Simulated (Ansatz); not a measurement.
A nudged elastic band was laid between two geometries of C2H9ClOSi2 (15 atoms, charge 0, multiplicity 1).

Level of theory: RKS B3LYP/def2-SVP in Ansatz 0.2.0.

- movable images: 7
- climbing image: yes
- spring: 5.0 eV/Å²
- optimiser: quadratic models (default)
- start path: through a guess of the saddle point
- force threshold: 0.05 eV/Å
- iteration limit: 42
- end points: relaxed

Initial state:

```xyz
15
Properties=species:S:1:pos:R:3
C 0.437 -2.664 -0.197
C 1.085 -1.293 -0.124
O 0.075 -0.298 -0.023
Si 0.336 1.350 0.083
Si -1.794 2.330 0.225
Cl -1.480 4.399 0.359
H -0.224 -2.732 -1.075
H -0.168 -2.854 0.703
H 1.205 -3.451 -0.276
H 1.762 -1.237 0.751
H 1.705 -1.115 -1.024
H 1.148 1.697 1.292
H 1.065 1.867 -1.118
H -2.546 1.891 1.434
H -2.628 2.060 -0.981
```

Final state:

```xyz
15
Properties=species:S:1:pos:R:3
C 0.804 -2.351 -0.652
C 0.776 -1.473 0.592
O -0.145 -0.398 0.474
Si 0.120 1.098 -0.220
Si -1.694 2.433 0.446
Cl -1.415 4.315 -0.436
H 1.156 -1.789 -1.533
H -0.202 -2.739 -0.874
H 1.482 -3.207 -0.503
H 0.462 -2.069 1.466
H 1.791 -1.089 0.813
H 1.412 1.682 0.262
H 0.182 1.037 -1.714
H -1.749 2.613 1.924
H -3.001 1.888 -0.019
```

Which bonds break or form, and what moves?

No bond is made or broken. The dihedral H11–C2–O3–Si4 goes from -59 to 38°.

What energy profile does the band end with?

It converged. The highest image is number 5 of 0 to 8, 0.031 eV above the first end and 0.004 eV above the last; the last end lies 0.027 eV above the first. The top lies less than 8 meV above the higher end, about what the thresholds resolve: that end is a shoulder or a very shallow well. A vibrational analysis at the climbing image gives no mode beyond 40i cm⁻¹: the surface is too flat there to confirm a saddle point.

```
image  path coordinate (Å)  energy (eV)  dihedral H11–C2–O3–Si4 (°)
    0                 0.00        0.000                         -59
    1                 0.63        0.003                         -46
    2                 1.26        0.012                         -31
    3                 1.89        0.022                         -17
    4                 2.52        0.030                           1
    5                 3.15        0.031                          15
    6                 3.73        0.030                          25
    7                 4.30        0.028                          32
    8                 4.88        0.027                          38
```

What is the geometry of the highest image?


```xyz
15
Properties=species:S:1:pos:R:3
C 0.547 -2.435 -0.583
C 0.991 -1.398 0.438
O 0.058 -0.328 0.517
Si 0.284 1.229 -0.045
Si -1.755 2.328 0.352
Cl -1.546 4.298 -0.336
H 0.508 -2.002 -1.596
H -0.457 -2.813 -0.334
H 1.246 -3.288 -0.601
H 1.060 -1.857 1.440
H 2.004 -1.025 0.189
H 1.402 1.917 0.674
H 0.615 1.249 -1.505
H -2.093 2.376 1.802
H -2.887 1.697 -0.384
```

Time of the run: 5.1 min on 2 threads of Arm Neoverse V2, on a shared host, peak memory 0.38 GiB.
